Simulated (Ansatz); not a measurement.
Two isomers of C3H7FSi: A = `C/C([SiH3])=C\F`, B = `C=C(F)C[SiH3]`.

Gas-phase electronic energies from Ansatz, PBE0-D4/def2-TZVP geometries. CCSD(T)/CBS is the MP2 limit (def2-TZVPP, def2-QZVPP) plus CCSD(T) − MP2 in def2-TZVPP, frozen cores. Functionals use def2-TZVPP. B3LYP here is the variant with VWN-RPA as its local correlation; programs differ in this. Each species was taken in one conformer, which may not be the lowest.

Problem. Which isomer does CCSD(T)/CBS put lower? Give the gap. (Estimate.)

Solution. Computed: B, by 2.8 kJ/mol.

Problem. Give E(B) − E(A) in kJ/mol with B3LYP-D4, MP2/def2-TZVPP, CCSD(T)/def2-TZVPP, B3LYP, r2SCAN-D4, CCSD/def2-TZVPP, PBE0-D4. (Estimate.)

Solution. The calculation gave: B3LYP-D4 -3.0, MP2/def2-TZVPP -2.1, CCSD(T)/def2-TZVPP -3.0, B3LYP -3.8, r2SCAN-D4 -4.3, CCSD/def2-TZVPP -3.9, PBE0-D4 -3.1. None reverses the order clearly.

Largest T1 diagnostic: 0.012.
